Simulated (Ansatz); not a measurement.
Consider the hydrogenolysis of the Si–F bond: `FCN[SiH2]F` + H₂ → `FCN[SiH3]` + H–F.

Gas-phase electronic energies from Ansatz, PBE0-D4/def2-TZVP geometries. CCSD(T)/CBS adds triple-zeta CCSD(T) − MP2 to the extrapolated MP2 energy (def2 sets, frozen cores). This one scheme is used for every species. Functionals use def2-TZVPP. B3LYP here is the variant with VWN-RPA as its local correlation; programs differ in this. Each species was taken in one conformer, which may not be the lowest.

```json
{"level": "PBE-D4", "ΔE (kJ/mol)": "126.2", "difference from CCSD(T)/CBS": "-5.6"}
{"level": "r2SCAN-D4", "ΔE (kJ/mol)": "138.8", "difference from CCSD(T)/CBS": "7.0"}
{"level": "B3LYP-D4", "ΔE (kJ/mol)": "134.6", "difference from CCSD(T)/CBS": "2.8"}
{"level": "ωB97M-V", "ΔE (kJ/mol)": "135.2", "difference from CCSD(T)/CBS": "3.4"}
{"level": "B2PLYP", "ΔE (kJ/mol)": "135.1", "difference from CCSD(T)/CBS": "3.3"}
{"level": "PBE", "ΔE (kJ/mol)": "125.0", "difference from CCSD(T)/CBS": "-6.8"}
{"level": "r2SCAN", "ΔE (kJ/mol)": "138.4", "difference from CCSD(T)/CBS": "6.6"}
{"level": "HF/def2-TZVPP", "ΔE (kJ/mol)": "132.6", "difference from CCSD(T)/CBS": "0.8"}
{"level": "MP2/def2-TZVPP", "ΔE (kJ/mol)": "135.0", "difference from CCSD(T)/CBS": "3.2"}
{"level": "SCS-MP2/def2-TZVPP", "ΔE (kJ/mol)": "134.5", "difference from CCSD(T)/CBS": "2.7"}
{"level": "CCSD/def2-TZVPP", "ΔE (kJ/mol)": "129.2", "difference from CCSD(T)/CBS": "-2.6"}
{"level": "CCSD(T)/def2-TZVPP", "ΔE (kJ/mol)": "130.3", "difference from CCSD(T)/CBS": "-1.5"}
{"level": "MP2/def2-QZVPP", "ΔE (kJ/mol)": "136.6", "difference from CCSD(T)/CBS": "4.8"}
{"level": "SCS-MP2/def2-QZVPP", "ΔE (kJ/mol)": "135.9", "difference from CCSD(T)/CBS": "4.1"}
{"level": "HF/CBS(def2)", "ΔE (kJ/mol)": "134.8", "difference from CCSD(T)/CBS": "3.0"}
{"level": "CCSD/CBS(def2)", "ΔE (kJ/mol)": "130.7", "difference from CCSD(T)/CBS": "-1.1"}
{"level": "CCSD(T)/CBS", "ΔE (kJ/mol)": "131.8", "difference from CCSD(T)/CBS": "0"}
```

Largest T1 diagnostic among the species: 0.011.
